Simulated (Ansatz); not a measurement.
Energy difference R1 → P1 + P2, each structure at its B3LYP-D3(BJ)/def2-TZVP stationary point, reached from a drawn start (curvature not checked).
R1: BF3 (SMILES FB(F)F), charge 0, multiplicity 1.
P1: BF2 (SMILES F[B]F), charge 0, multiplicity 2.
P2: F atom, charge 0, multiplicity 2.

P less R. No zero-point or thermal terms; singlets are restricted closed shells; open shells are unrestricted; no spin–orbit coupling.

Frozen-core correlation throughout. CBS(a, b) extrapolates the correlation energy as X⁻³ and adds the Hartree–Fock energy of set b.

Run with Ansatz (a first-principles code) with Gaussian orbitals. All values are computed, each at the level named.

The comparison value is 174.15 kcal/mol (CCSD(T)/CBS(cc-pVTZ, cc-pVQZ)). It is a level with limits of its own, not the exact answer.

Order these levels by how close they come to the comparison value for the reaction energy, closest first: wB97X-V/def2-TZVPP, PBE/def2-TZVPP, SVWN5/def2-TZVPP, PBE0/def2-TZVPP, B97M-V/def2-TZVPP. Give each level's value less the comparison value.

B97M-V/def2-TZVPP (-1.44 kcal/mol), wB97X-V/def2-TZVPP (-2.35 kcal/mol), PBE/def2-TZVPP (-2.81 kcal/mol), PBE0/def2-TZVPP (-6.19 kcal/mol), SVWN5/def2-TZVPP (21.01 kcal/mol)
